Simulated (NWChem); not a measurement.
System: CH$_{4}$AlO, doublet; SMILES [OH][Al][CH3]

NWChem printed, in part:

```
             Northwest Computational Chemistry Package (NWChem) 7.3.0
             --------------------------------------------------------

 CS  symmetry detected

                             Geometry "geometry" -> ""
                             -------------------------

 Output coordinates in angstroms (scale by  1.889725989 to convert to a.u.)

  No.       Tag          Charge          X              Y              Z
 ---- ---------------- ---------- -------------- -------------- --------------
    1 Al                  13.0000     0.57621395    -0.10646279     0.00000000
    2 C                    6.0000    -0.35858322     1.64221542     0.00000000
    3 H                    1.0000    -1.45588073     1.47440770     0.00000000
    4 H                    1.0000    -0.08190118     2.23645153    -0.89545232
    5 H                    1.0000    -0.08190118     2.23645153     0.89545232
    6 O                    8.0000    -0.45362174    -1.50173608     0.00000000
    7 H                    1.0000    -0.09062503    -2.40269837     0.00000000

 Effective nuclear repulsion energy (a.u.)      89.9799916501

      Symmetry information
      --------------------

 Group name             Cs
 Group number              2
 Group order               2
 No. of unique centers     6

                                 NWChem DFT Module
                                 -----------------

 Summary of "ao basis" -> "ao basis" (spherical)
 ------------------------------------------------------------------------------
       Tag                 Description            Shells   Functions and Types
 ---------------- ------------------------------  ------  ---------------------
 Al                         def2-svp                 8       18   4s3p1d
 C                          def2-svp                 6       14   3s2p1d
 H                          def2-svp                 3        5   2s1p
 O                          def2-svp                 6       14   3s2p1d

      Symmetry analysis of basis
      --------------------------

        a'         46
        a"         20

            General Information
            -------------------
          SCF calculation type: DFT
          Wavefunction type:  spin polarized.
          No. of atoms     :     7
          No. of electrons :    31
           Alpha electrons :    16
            Beta electrons :    15
          Charge           :     0
          Spin multiplicity:     2
          Use of symmetry is: on ; symmetry adaption is: on
          Maximum number of iterations: 150
          AO basis - number of functions:    66
                     number of shells:    32
          Convergence on energy requested:  1.00D-06
          Convergence on density requested:  1.00D-05
          Convergence on gradient requested:  5.00D-04

              XC Information
              --------------
                         SCAN Method XC Functional
                  SCAN metaGGA Exchange Functional  1.000
                        SCAN Correlation Potential  1.000

             Grid Information
             ----------------
          Grid used for XC integration:  medium
          Radial quadrature: Mura-Knowles
          Angular quadrature: Lebedev.
          Tag              B.-S. Rad. Rad. Pts. Rad. Cut. Ang. Pts.
          ---              ---------- --------- --------- ---------
          Al                  1.25       88           8.0       590
          C                   0.70       49          11.0       434
          H                   0.35       45          12.0       434
          O                   0.60       49          10.0       434
          Grid pruning is: on
          Number of quadrature shells:   321
          Spatial weights used:  Erf1

      Superposition of Atomic Density Guess
      -------------------------------------

 Sum of atomic energies:        -356.10449765

      Non-variational initial energy
      ------------------------------

 Total energy =    -356.962862
 1-e energy   =    -670.194943
 2-e energy   =     223.252089
 HOMO         =      -0.135893
 LUMO         =       0.029578

   Symmetry analysis of molecular orbitals - initial alpha
   -------------------------------------------------------

  Numbering of irreducible representations:

     1 a'          2 a"

  Orbital symmetries:

     1 a'          2 a'          3 a'          4 a'          5 a'
     6 a'          7 a"          8 a'          9 a'         10 a'
    11 a'         12 a"         13 a'         14 a"         15 a'
    16 a'         17 a"         18 a'         19 a'         20 a'
    21 a"         22 a'         23 a'         24 a'         25 a"
    26 a'

   Symmetry analysis of molecular orbitals - initial beta
   ------------------------------------------------------

  Numbering of irreducible representations:

     1 a'          2 a"

  Orbital symmetries:

     1 a'          2 a'          3 a'          4 a'          5 a'
     6 a'          7 a"          8 a'          9 a'         10 a'
    11 a'         12 a"         13 a'         14 a"         15 a'
    16 a'         17 a"         18 a'         19 a'         20 a'
    21 a"         22 a'         23 a'         24 a'         25 a"
    26 a'

     ---------------------------------------------
      Total Density - Mulliken Population Analysis
     ---------------------------------------------

    Atom       Charge   Shell Charges
 -----------   ------   -------------------------------------------------------
    1 Al  13    12.17   2.00  1.99  0.94  0.48  5.93  0.43  0.27  0.13
    2 C    6     6.67   1.99  0.98  0.31  2.08  1.30  0.01
    3 H    1     0.87   0.64  0.19  0.03
    4 H    1     0.86   0.64  0.19  0.03
    5 H    1     0.86   0.64  0.19  0.03
    6 O    8     8.92   1.99  1.12  0.64  3.15  2.02  0.00
    7 H    1     0.65   0.51  0.08  0.06

     --------------------------------------------
      Spin Density - Mulliken Population Analysis
     --------------------------------------------

    Atom       Charge   Shell Charges
 -----------   ------   -------------------------------------------------------
    1 Al  13     0.74   0.00  0.00  0.18  0.34  0.00  0.09  0.11  0.02
    2 C    6     0.18   0.00  0.03 -0.01  0.11  0.05  0.00
    3 H    1     0.02   0.01  0.01  0.00
    4 H    1     0.01   0.00  0.01  0.00
    5 H    1     0.01   0.00  0.01  0.00
    6 O    8     0.04   0.00  0.01 -0.01  0.04  0.00  0.00
    7 H    1     0.01   0.00  0.01  0.00

   convergence    iter        energy       DeltaE   RMS-Dens  Diis-err
 ---------------- ----- ----------------- --------- --------- ---------
 d= 0,ls=0.0,diis     1   -357.8867485637 -4.48D+02  1.57D-02  1.61D-01
                                                     1.26D-02  1.56D-01
 d= 0,ls=0.0,diis     2   -357.3023391031  5.84D-01  1.13D-02  1.38D+00
                                                     1.04D-02  1.37D+00
 d= 0,ls=0.0,diis     3   -357.9676009883 -6.65D-01  1.88D-03  7.82D-03
                                                     1.68D-03  7.79D-03
 d= 0,ls=0.0,diis     4   -357.9694370608 -1.84D-03  8.82D-04  5.29D-03
                                                     7.80D-04  4.85D-03
 d= 0,ls=0.0,diis     5   -357.9722640141 -2.83D-03  1.41D-04  1.47D-04
                                                     1.70D-04  1.46D-04
  Resetting Diis
 d= 0,ls=0.0,diis     6   -357.9723457821 -8.18D-05  5.96D-05  3.45D-06
                                                     2.74D-05  2.49D-06
 d= 0,ls=0.0,diis     7   -357.9723484796 -2.70D-06  1.39D-05  3.36D-07
                                                     1.91D-05  3.72D-07
 d= 0,ls=0.0,diis     8   -357.9723486869 -2.07D-07  9.30D-06  2.88D-07
                                                     5.66D-06  1.98D-07

         Total DFT energy =     -357.972348686898
      One electron energy =     -673.476005451673
           Coulomb energy =      259.636837779061
    Exchange-Corr. energy =      -34.113172664337
 Nuclear repulsion energy =       89.979991650051

 Numeric. integr. density =       30.999997439207

                  Occupations of the irreducible representations
                  ----------------------------------------------

                     irrep           alpha         beta
                     --------     --------     --------
                     a'               13.0         12.0
                     a"                3.0          3.0

                    DFT Final Alpha Molecular Orbital Analysis
                    ------------------------------------------

 Vector   14  Occ=1.000000D+00  E=-2.860075D-01  Symmetry=a'
              MO Center= -2.3D-01,  2.6D-01, -1.3D-13, r^2= 3.1D+00
   Bfn.  Coefficient  Atom+Function         Bfn.  Coefficient  Atom+Function
  ----- ------------  ---------------      ----- ------------  ---------------
    51      0.359543  6 O  px                23      0.324582  2 C  py
    54      0.252926  6 O  px                 9     -0.204913  1 Al py
    22     -0.169921  2 C  px                26      0.169006  2 C  py
     3     -0.168063  1 Al s                 12     -0.142291  1 Al py
     6      0.134312  1 Al py                52      0.133171  6 O  py

[...]

                         DFT ENERGY GRADIENTS

    atom               coordinates                        gradient
                 x          y          z           x          y          z
   1 Al      1.088886  -0.201186   0.000000    0.007326   0.002590   0.000000
   2 C      -0.677624   3.103337   0.000000   -0.000284  -0.000550   0.000000
   3 H      -2.751216   2.786227   0.000000   -0.005603  -0.001024   0.000000
   4 H      -0.154771   4.226281  -1.692160    0.001825   0.002563  -0.004870
   5 H      -0.154771   4.226281   1.692160    0.001825   0.002563   0.004870
   6 O      -0.857221  -2.837870   0.000000   -0.008986   0.001925   0.000000
   7 H      -0.171256  -4.540442   0.000000    0.003898  -0.008067   0.000000
```

Level: SCAN/def2-SVP, spin-unrestricted. The geometry was optimised at PBE-D3(BJ)/def2-SVP, spin-unrestricted. This spin state was assumed; another may lie lower. No stability test was run on the SCF state.

**Question.** Write an input that gives this output.

**Answer.** This is not unique; one that fits is the input that was run:
```
start job
memory heap 200 mb stack 900 mb global 1100 mb
geometry units angstroms noautoz
  Al     0.419131    -0.179939    -0.424626
  C     -0.181195     1.670665    -0.041749
  H     -1.094398     1.639728     0.588588
  H     -0.407438     2.213702    -0.982721
  H      0.609238     2.238513     0.491421
  O     -0.553701    -1.437142     0.268474
  H     -0.341425    -2.375962     0.137877
end
basis spherical
  * library def2-svp
end
dft
  odft
  mult 2
  xc scan
  iterations 150
  mulliken
end
task dft gradient
```
